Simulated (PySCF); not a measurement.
PySCF job for Be(Me)(NMe2) (C3H9BeN), SMILES [CH3][Be][N](C)C, ωB97X-D3(BJ)/def2-SVP. Geometry optimised at ωB97X-D3(BJ)/def2-SVP. The structure was generated by enumeration; whether it is a known compound was not checked. Other conformers were not sampled.

```python
import numpy as np
from pyscf import gto, scf, dft, df
from pyscf.hessian import thermo

mol = gto.M(
    atom='''
    Be    0.61844969    0.56249040   -0.50906096
    C     1.68401966    1.53899614   -1.37717107
    H     2.72035328    1.15641514   -1.35451263
    H     1.72243637    2.56315861   -0.96171749
    H     1.39996019    1.64226405   -2.43964931
    N    -0.33779319   -0.30935959    0.27540153
    C    -1.20692372    0.19027353    1.32187070
    C    -0.48254719   -1.73505778    0.05931114
    H    -2.27658481    0.01567798    1.08865182
    H    -1.00200169   -0.29680952    2.29645054
    H    -1.07343215    1.27600718    1.46185430
    H    -0.24148531   -2.31756998    0.97124437
    H    -1.51636883   -2.00502893   -0.23628247
    H     0.19058403   -2.08383040   -0.74167075
    ''',
    basis='def2-SVP',
    charge=0,
    spin=0,
    max_memory=1600,
    verbose=3,
)
mf = dft.RKS(mol, xc='wb97x-d3bj').density_fit(auxbasis='def2-universal-jkfit')
mf.grids.level = 3
mf.conv_tol = 1e-11
mf.max_cycle = 100
mf.kernel()

# [left out here: the lines that compute and print the analytic Hessian (its translational invariance restored by hand, since the grid's response is missing), thermochemistry and intensities]
```

Output:

```
converged SCF energy = -189.227582244184

WARN: DFTD3 does not support analytical Hessian, using finite difference


WARN: Mole.unit (angstrom) is changed to Bohr

Mode                                 0                   1                   2
Irrep
Freq [cm^-1]                       -2.0313             99.0400            138.7600
Reduced mass [au]                   1.0435              2.7199              1.8105
Force const [Dyne/A]               -0.0000              0.0157              0.0205
Char temp [K]                      -2.9226            142.4964            199.6448
Normal mode                   x     y     z       x     y     z       x     y     z
       0  Be                -0.01  0.00 -0.00   -0.03  0.07  0.04   -0.09  0.02 -0.09
       1   C                -0.00  0.00 -0.00    0.03 -0.09 -0.06    0.05 -0.01  0.05
       2   H                -0.11 -0.31 -0.44    0.00 -0.19 -0.04    0.02 -0.09  0.18
       3   H                 0.43 -0.16  0.35    0.14 -0.05 -0.17    0.07 -0.03  0.10
       4   H                -0.29  0.45  0.12    0.02 -0.18 -0.07    0.21  0.05  0.01
       5   N                -0.00  0.00 -0.00   -0.03  0.07  0.05   -0.09  0.02 -0.09
       6   C                -0.03  0.01 -0.03   -0.08 -0.07  0.06    0.03 -0.01  0.03
       7   C                 0.03 -0.01  0.03    0.08  0.07 -0.06    0.03 -0.01  0.03
       8   H                -0.02 -0.02 -0.04   -0.06 -0.13  0.03    0.02 -0.18  0.24
       9   H                -0.03  0.03 -0.01   -0.06 -0.13  0.03    0.28  0.11  0.04
      10   H                -0.05  0.01 -0.05   -0.16 -0.07  0.15   -0.10  0.02 -0.09
      11   H                 0.03  0.02  0.04    0.10  0.02 -0.10    0.29  0.07  0.01
      12   H                 0.04 -0.03  0.02    0.10  0.02 -0.10    0.00 -0.14  0.27
      13   H                 0.05 -0.01  0.05    0.12  0.18 -0.08   -0.10  0.03 -0.10
Mode                                 3                   4                   5
Irrep
Freq [cm^-1]                      232.6185            247.4637            343.8613
Reduced mass [au]                   1.0352              1.3231              2.5940
Force const [Dyne/A]                0.0330              0.0477              0.1807
Char temp [K]                     334.6862            356.0451            494.7398
Normal mode                   x     y     z       x     y     z       x     y     z
       0  Be                -0.00  0.00  0.00    0.11 -0.03  0.11    0.12 -0.02  0.11
       1   C                -0.00  0.00 -0.00   -0.01  0.00 -0.01    0.01  0.01 -0.00
       2   H                -0.00 -0.00  0.00    0.02  0.09 -0.14    0.06  0.14 -0.21
       3   H                 0.00  0.00  0.00   -0.04  0.03 -0.07   -0.04  0.05 -0.10
       4   H                 0.00 -0.00 -0.00   -0.17 -0.07  0.03   -0.24 -0.11  0.05
       5   N                 0.00 -0.00  0.00    0.02 -0.01  0.02   -0.12  0.03 -0.12
       6   C                 0.02 -0.01  0.02   -0.03  0.01 -0.03    0.01 -0.02  0.02
       7   C                -0.02  0.01 -0.02   -0.03  0.01 -0.03    0.01 -0.00  0.03
       8   H                 0.04 -0.35  0.22    0.01 -0.29  0.04   -0.02  0.09  0.11
       9   H                 0.30  0.27  0.11    0.11  0.26  0.07    0.09 -0.15 -0.06
      10   H                -0.26  0.06 -0.25   -0.28  0.07 -0.27    0.11 -0.04  0.13
      11   H                -0.41  0.02  0.08    0.24 -0.08 -0.15   -0.02  0.14  0.13
      12   H                 0.07  0.06 -0.41   -0.12  0.05  0.27    0.06 -0.13 -0.03
      13   H                 0.26 -0.06  0.25   -0.28  0.07 -0.26    0.11 -0.05  0.13
Mode                                 6                   7                   8
Irrep
Freq [cm^-1]                      346.7134            355.4792            558.3144
Reduced mass [au]                   2.3794              2.5040              3.0995
Force const [Dyne/A]                0.1685              0.1864              0.5692
Char temp [K]                     498.8434            511.4555            803.2902
Normal mode                   x     y     z       x     y     z       x     y     z
       0  Be                -0.02 -0.07  0.03    0.08 -0.18 -0.13    0.00  0.01  0.01
       1   C                -0.08 -0.07  0.06    0.01 -0.00 -0.02   -0.10 -0.10  0.08
       2   H                -0.06 -0.02  0.04    0.11  0.26 -0.04   -0.11 -0.11  0.10
       3   H                -0.13 -0.08  0.10   -0.27 -0.10  0.26   -0.12 -0.11  0.11
       4   H                -0.10 -0.05  0.07    0.05  0.23 -0.00   -0.12 -0.10  0.09
       5   N                -0.04 -0.01  0.01   -0.02  0.06  0.03    0.07  0.06 -0.06
       6   C                 0.03  0.12  0.00   -0.05 -0.02  0.04    0.06 -0.05 -0.07
       7   C                 0.09 -0.01 -0.09    0.01  0.06  0.01    0.00  0.10  0.02
       8   H                -0.00  0.22  0.06   -0.03 -0.08  0.02    0.08 -0.13 -0.11
       9   H                 0.02  0.20  0.05   -0.04 -0.07  0.01    0.07 -0.13 -0.12
[...]
       3   H                 0.00 -0.00 -0.00    0.00 -0.00 -0.00   -0.01 -0.56 -0.24
       4   H                -0.00 -0.00  0.00    0.00  0.00  0.00    0.15 -0.04  0.51
       5   N                 0.00 -0.00 -0.00    0.00  0.00 -0.00    0.00  0.00 -0.00
       6   C                 0.02  0.00 -0.03    0.03  0.00 -0.03   -0.00 -0.00  0.00
       7   C                -0.01 -0.03  0.01    0.01  0.03 -0.01   -0.00 -0.00  0.00
       8   H                -0.44 -0.07 -0.11   -0.44 -0.07 -0.11    0.00  0.00  0.00
       9   H                 0.10 -0.20  0.40    0.10 -0.20  0.40   -0.00  0.00 -0.00
      10   H                 0.03  0.24  0.03    0.03  0.25  0.03    0.00  0.00  0.00
      11   H                -0.11  0.23 -0.38    0.11 -0.23  0.38   -0.00  0.00 -0.00
      12   H                 0.43  0.10  0.13   -0.42 -0.10 -0.13    0.00  0.00  0.00
      13   H                -0.15  0.07  0.18    0.15 -0.08 -0.18    0.00 -0.00 -0.00
Mode                                30                  31                  32
Irrep
Freq [cm^-1]                     3055.4799           3063.6264           3125.5767
Reduced mass [au]                   1.1041              1.1063              1.1016
Force const [Dyne/A]                6.0731              6.1178              6.3409
Char temp [K]                    4396.1554           4407.8763           4497.0089
Normal mode                   x     y     z       x     y     z       x     y     z
       0  Be                -0.00  0.00 -0.00    0.00 -0.00  0.00   -0.00  0.00  0.00
       1   C                 0.00 -0.00  0.00    0.00 -0.00  0.00    0.00 -0.01 -0.01
       2   H                -0.00  0.00 -0.00   -0.00 -0.00 -0.00   -0.07  0.03 -0.00
       3   H                 0.00  0.00  0.00   -0.00  0.00 -0.00    0.00  0.10  0.04
       4   H                -0.00 -0.00 -0.00   -0.00  0.00  0.00    0.01 -0.01  0.05
       5   N                 0.00 -0.00  0.00   -0.00  0.00 -0.00    0.00 -0.00 -0.00
       6   C                -0.05  0.01 -0.04   -0.05  0.01 -0.04    0.01  0.05 -0.00
       7   C                -0.04  0.01 -0.04    0.05 -0.01  0.04   -0.05  0.01  0.05
       8   H                 0.46  0.08  0.10    0.45  0.08  0.10   -0.13 -0.02 -0.03
       9   H                 0.09 -0.21  0.41    0.09 -0.22  0.41    0.03 -0.05  0.12
      10   H                -0.01  0.00 -0.01   -0.01  0.00 -0.01   -0.07 -0.52 -0.06
      11   H                 0.10 -0.25  0.39   -0.10  0.24 -0.40   -0.05  0.09 -0.15
      12   H                 0.44  0.11  0.12   -0.45 -0.11 -0.12    0.17  0.04  0.06
      13   H                -0.01  0.00 -0.01    0.01 -0.00  0.01    0.44 -0.22 -0.52
Mode                                33                  34                  35
Irrep
Freq [cm^-1]                     3126.8302           3127.1351           3136.9162
Reduced mass [au]                   1.1006              1.0990              1.1000
Force const [Dyne/A]                6.3397              6.3320              6.3776
Char temp [K]                    4498.8125           4499.2511           4513.3239
Normal mode                   x     y     z       x     y     z       x     y     z
       0  Be                 0.00  0.00 -0.00   -0.00  0.00  0.00    0.00 -0.00  0.00
       1   C                -0.01  0.03  0.02   -0.02  0.06  0.04    0.06 -0.02  0.06
       2   H                 0.24 -0.08  0.01    0.40 -0.14  0.02   -0.57  0.21 -0.00
       3   H                -0.02 -0.34 -0.14   -0.03 -0.59 -0.23    0.01 -0.08 -0.02
       4   H                -0.05  0.02 -0.16   -0.08  0.04 -0.27   -0.18  0.07 -0.70
       5   N                -0.00 -0.00  0.00    0.00 -0.00 -0.00    0.00 -0.00  0.00
       6   C                -0.01 -0.05  0.00    0.01  0.04 -0.00    0.00  0.00  0.00
       7   C                -0.03  0.01  0.04    0.01 -0.00 -0.01    0.00 -0.00 -0.00
       8   H                 0.14  0.01  0.04   -0.11 -0.01 -0.03   -0.00 -0.00 -0.00
       9   H                -0.03  0.06 -0.13    0.03 -0.04  0.10    0.00  0.00 -0.00
      10   H                 0.07  0.57  0.07   -0.06 -0.43 -0.05   -0.00 -0.00 -0.00
      11   H                -0.04  0.07 -0.11    0.01 -0.02  0.04   -0.00  0.00 -0.00
      12   H                 0.12  0.03  0.04   -0.04 -0.01 -0.02   -0.00 -0.00 -0.00
      13   H                 0.31 -0.16 -0.37   -0.11  0.05  0.13   -0.00  0.00  0.00
temperature 298.1500 [K]
pressure 101325.00 [Pa]
Rotational constants [GHz] 8.90237 2.64101 2.11871
Symmetry number 1
Zero-point energy (ZPE) 0.11988 [Eh]   314739.808 [J/mol]
                           tot       elec      trans        rot        vib
Entropy [J/mol/K]       334.288      0.000    161.393    109.915     62.981
Cv [J/mol/K]             97.881      0.000     12.472     12.472     72.938
Cp [J/mol/K]            106.196      0.000     20.786     12.472     72.938
Internal energy [J/mol]                      3718.434   3718.434 325504.361
Internal energy [Eh]   -189.10077  -189.22758
Enthalpy [J/mol]                             6197.391   3718.434 325504.361
Enthalpy [Eh]          -189.09983
Gibbs free energy [J/mol]                  -41921.923 -29052.587 306726.628
Gibbs free energy [Eh] -189.13779
static polarisability / bohr^3: [[54.346  6.033 -7.403]
 [ 6.03  56.17  -3.644]
 [-7.404 -3.651 52.646]]
largest difference of analytic and finite-field dipole derivatives / e: 0.001072059055855612
mode   freq/cm-1   IR/(km/mol)   Raman/(A^4/amu)   depolarisation
   1       -2.03         0.027             0.023            0.750
   2       99.04         0.438             0.132            0.750
   3      138.76         0.577             0.257            0.750
   4      232.62         0.000             0.301            0.750
   5      247.46         0.055             0.150            0.749
   6      343.86        21.060             0.431            0.731
   7      346.71         0.433             2.369            0.392
   8      355.48         6.631             0.159            0.445
   9      558.31         0.227            10.165            0.057
  10      697.91        88.485             0.567            0.528
  11      714.52        74.224             3.118            0.744
  12      976.00         6.207             4.617            0.745
  13     1096.94         1.867             2.354            0.750
  14     1114.04         0.000             2.242            0.750
  15     1166.66        51.441             0.492            0.750
  16     1176.69         2.623             0.003            0.750
  17     1248.09        43.362             2.619            0.524
  18     1252.16        85.149             0.136            0.742
  19     1435.45        12.574            11.947            0.724
  20     1436.55       189.096            17.533            0.542
  21     1438.22        51.194            17.203            0.708
  22     1444.37         5.191             9.824            0.750
  23     1460.71         0.001            37.781            0.750
  24     1467.65         9.995             0.002            0.717
  25     1473.13         2.671             9.660            0.750
  26     1493.67        14.713             2.164            0.750
  27     1530.62        86.490            19.372            0.748
  28     2995.98        63.676            13.258            0.749
  29     3000.78       109.764           285.322            0.008
  30     3042.44         2.520           137.877            0.001
  31     3055.48       103.113           216.168            0.750
  32     3063.63         0.000            20.854            0.750
  33     3125.58        18.503            40.576            0.747
  34     3126.83        33.480            40.323            0.561
  35     3127.14        22.215           150.974            0.745
  36     3136.92        11.155            94.692            0.750
max |gradient| / (hartree/bohr): 7.05695713453858e-05
APT charges: [ 0.8846 -0.4494  0.0141  0.0176  0.0128 -0.974   0.416   0.4164 -0.0728
 -0.0727 -0.0238 -0.0727 -0.0728 -0.0233]
```

Self-consistency was reached.

Cost: roughly 6 core-minutes.
